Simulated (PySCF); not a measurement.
Ge(Et)(OH)3 (C₂H₈GeO₃), SMILES C[CH2][Ge]([OH])([OH])[OH].

Geometry: B3LYP-D3(BJ)/def2-SVP. Other conformers were not sampled.

Two levels are set side by side: PBE/def2-TZVP (PySCF) and M06-2X/def2-TZVP (PySCF). Same geometry, gas phase. Differences are taken from unrounded values.

```tsv
quantity	M06-2X	PBE	PBE minus M06-2X
orbital gap (eV)	10.43	6.01	-4.42
highest occupied level (eV)	-9.68	-6.82	2.86
lowest empty level (eV)	0.75	-0.81	-1.56
dipole moment (D)	2.03	1.89	-0.14
mean polarisability (bohr³)	60.5	64.9	4.4
```

PBE's occupied levels lie high since its potential decays too fast outside the molecule; exact exchange lowers them and widens the gap. Loosely held outer electrons make PBE densities more polarisable. Differences between two approximate levels are no errors against the true value.

Rough cost on one machine, each run with all the roots and properties that it gave: M06-2X against PBE about 4 times.
